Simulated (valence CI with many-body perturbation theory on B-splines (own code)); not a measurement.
Results of a calculation; reference values are marked as such.
**Lu64+: what each term of the Hamiltonian does**

Level of theory: valence CI with perturbative core correlation (CI+MBPT): five valence electrons over a frozen Dirac-Fock core [He], radial functions for each j: 9 s, 9 p, 8 d, 6 f, 3 g, 1 h, with the one-electron correlation potential Σ1, the two-electron term Σ2, the three-electron term Σ3, Breit, model QED; selected CI, second order for the rest (own B-spline code, finite nucleus).

The last digits are not significant, and no measured levels were compared; by estimate large intervals hold to a few tenths of a per cent, small ones and those within an open d or f shell to about a per cent. Among the levels kept, up to 1200 cm⁻¹ of a level comes from second order outside the variational space, and about a tenth of that is noise between levels of different J, which matters for small intervals.

Each rung adds one term. CI alone is the Dirac-Coulomb CI over the frozen core; QED comes last and gives the full result, which names the levels. Energies are above (2s^2 2p1/2^2 2p3/2) J=3/2 on the same rung, in × 10³ cm⁻¹.

Levels are named by their leading jj configuration (3d3/2^4 stands for four electrons in 3d with j = 3/2), which in mixed levels can hold well under half, so a name can repeat and another be missing. Letters in brackets count levels of one name in rising energy.

| Level | CI alone | + Σ1 | + Σ2 | + Σ3 | + Breit | Full |
| --- | --- | --- | --- | --- | --- | --- |
| (2s^2 2p1/2 2p3/2^2) J=3/2 | 9337.7 | 9339.3 | 9339.1 | 9339.0 | 9213.7 | 9227.0 |
| (2s^2 2p1/2 2p3/2^2) J=5/2 | 9594.2 | 9595.8 | 9595.9 | 9595.5 | 9398.8 | 9412.1 |
| (2s^2 2p1/2 2p3/2^2) J=1/2 | 9899.7 | 9901.3 | 9902.2 | 9901.5 | 9795.0 | 9808.0 |
| (2s 2p1/2^2 2p3/2^2) J=5/2 | 12013 | 12012 | 12009 | 12008 | 11957 | 11845 |
| (2s 2p1/2^2 2p3/2^2) J=1/2 | 12750 | 12748 | 12746 | 12745 | 12766 | 12654 |
| (2s 2p1/2^2 2p3/2^2) J=3/2 | 12810 | 12809 | 12804 | 12802 | 12777 | 12664 |
| (2s^2 2p3/2^3) J=3/2 | 19281 | 19284 | 19285 | 19284 | 19030 | 19054 |
| (2s 2p1/2 2p3/2^3) J=3/2 [a] | 21522 | 21522 | 21521 | 21520 | 21383 | 21284 |
| (2s 2p1/2 2p3/2^3) J=5/2 | 21920 | 21921 | 21919 | 21917 | 21708 | 21608 |
| (2s 2p1/2 2p3/2^3) J=1/2 | 22335 | 22335 | 22332 | 22330 | 22196 | 22096 |
| (2s 2p1/2 2p3/2^3) J=3/2 [b] | 22446 | 22446 | 22443 | 22441 | 22266 | 22166 |
| (2p1/2^2 2p3/2^3) J=3/2 | 25324 | 25321 | 25315 | 25312 | 25279 | 25055 |
| (2s 2p3/2^4) J=1/2 | 31808 | 31810 | 31809 | 31807 | 31553 | 31467 |
| (2p1/2 2p3/2^4) J=1/2 | 34896 | 34895 | 34890 | 34887 | 34725 | 34513 |
| (2s^2 2p1/2^2 3s) J=1/2 | 65358 | 65361 | 65362 | 65361 | 65296 | 65318 |
| (2s^2 2p1/2^2 3p1/2) J=1/2 | 66153 | 66154 | 66155 | 66154 | 66127 | 66112 |
| (2s^2 2p1/2^2 3p3/2) J=3/2 | 69040 | 69042 | 69042 | 69041 | 68971 | 68960 |
| (2s^2 2p1/2^2 3d3/2) J=3/2 | 69745 | 69747 | 69748 | 69747 | 69673 | 69657 |
| (2s^2 2p1/2^2 3d5/2) J=5/2 | 70578 | 70580 | 70581 | 70580 | 70482 | 70468 |
| (2s^2 2p1/2 2p3/2 3s) J=3/2 [a] | 74826 | 74829 | 74830 | 74828 | 74622 | 74657 |
| (2s^2 2p1/2 2p3/2 3s) J=1/2 | 74905 | 74909 | 74910 | 74908 | 74702 | 74737 |
| (2s^2 2p1/2 2p3/2 3s) J=5/2 | 75044 | 75048 | 75049 | 75047 | 74779 | 74814 |
| (2s^2 2p1/2 2p3/2 3s) J=3/2 [b] | 75087 | 75091 | 75092 | 75090 | 74832 | 74866 |
| (2s^2 2p1/2 2p3/2 3p1/2) J=1/2 | 75609 | 75612 | 75612 | 75611 | 75444 | 75442 |
| (2s^2 2p1/2 2p3/2 3p1/2) J=3/2 [a] | 75679 | 75683 | 75683 | 75681 | 75494 | 75492 |
| (2s^2 2p1/2 2p3/2 3p1/2) J=5/2 | 75840 | 75843 | 75844 | 75842 | 75602 | 75600 |
| (2s^2 2p1/2 2p3/2 3p1/2) J=3/2 [b] | 76115 | 76118 | 76118 | 76116 | 75916 | 75914 |
| (2s 2p1/2^2 2p3/2 3s) J=5/2 | 77161 | 77162 | 77161 | 77160 | 77035 | 76945 |
| (2s 2p1/2^2 2p3/2 3s) J=3/2 [a] | 77378 | 77379 | 77378 | 77376 | 77261 | 77171 |
| (2s 2p1/2^2 2p3/2 3s) J=1/2 | 77868 | 77869 | 77867 | 77865 | 77760 | 77673 |
| (2s 2p1/2^2 2p3/2 3s) J=3/2 [b] | 77943 | 77944 | 77942 | 77940 | 77841 | 77751 |

(1) How does the ionisation energy move along the ladder, and which term matters most?

Results:

(1) CI alone 15226, + Σ1 15227, + Σ2 15227, + Σ3 15227, + Breit 15214, + QED 15212 eV. The largest step is Breit, -13 eV. NIST lists 15211 ± 24 eV (theoretical).
